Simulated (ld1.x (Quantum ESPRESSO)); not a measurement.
# What one change does to a pseudopotential (Os, RRKJ)

```
Element                 : osmium
Generator               : ld1.x (Quantum ESPRESSO) 7.5
Type                    : norm-conserving RRKJ (Kleinman–Bylander form)
Functional              : LDA (PZ)
Relativity              : scalar-relativistic
Frozen core             : [Xe] 4f14
Valence charge          : 8
Reference configuration : 5d6 6s1 6p0 (charge +1)
Partial waves           : 6s (bound): rc 2.60 bohr; 5d (bound): rc 2.10 bohr; 6p (bound, empty): rc 3.10 bohr
Local potential         : the p channel
Core correction         : a·sin(br)/r model core inside 2.15 bohr
rho0                    : 0.005
```

Change: wave 6s (bound): rc 2.60 bohr becomes 6s (bound): rc 3.84 bohr.

Cutoffs: the cutoffs (Ry, on a coarse ladder) from which the occupation-weighted sum of valence levels, in a spherical-Bessel basis at the reference potential, stays within 10 and 1 mRy of its value at 400 Ry; they do not see the model core or the augmentation charge, which bear on the density cutoff. Errors are all-electron minus pseudo energies relative to the spin-unpolarised reference configuration.

Q: What does the change do?

A: The potential gets neither clearly harder nor softer (35 Ry and 35 Ry → 35 Ry and 35 Ry); the d channel sets the loose cutoff, while the largest relative change is in s, which becomes softer; of the 9 tests that both files solve, the error grows in 4 and shrinks in 2 by more than 15 % and 0.3 meV (median size 80.5 → 35.5 meV); neither file shows a bound ghost.

```csv
quantity,base,changed
"cutoff, loose",35 Ry,35 Ry
"cutoff, tight",35 Ry,35 Ry
loose cutoff by channel (10 mRy a level),"s 18 Ry, d 30 Ry","s 6 Ry, d 30 Ry"
bound ghosts,none,none
"error for 5d6 6s2 6p0, meV [ΔE -9.86 eV]",-1.6,-7.4
"error for 5d6 6s0 6p0, meV [ΔE 17.28 eV]",-18,-53
"error for 5d5 6s0 6p0, meV [ΔE 46.44 eV]",-192,-399
"error for 5d6 6s0 6p1, meV [ΔE 6.25 eV]",-5.5,-36
"error for 5d5 6s2 6p1, meV [ΔE -3.72 eV]",-96,+4.1
"error for 5d7 6s0 6p0, meV [ΔE -0.47 eV]",-80,+8.0
"error for 5d6 6s1 6p1, meV [ΔE -4.72 eV]",-0.1,0.0
"error for 5d6 6s1 6p0 (spin-polarised), meV [ΔE -2.97 eV]",+1327,+1374
"error for 5d6 6s2 6p0 (spin-polarised), meV [ΔE -11.88 eV]",+1193,+1173
```
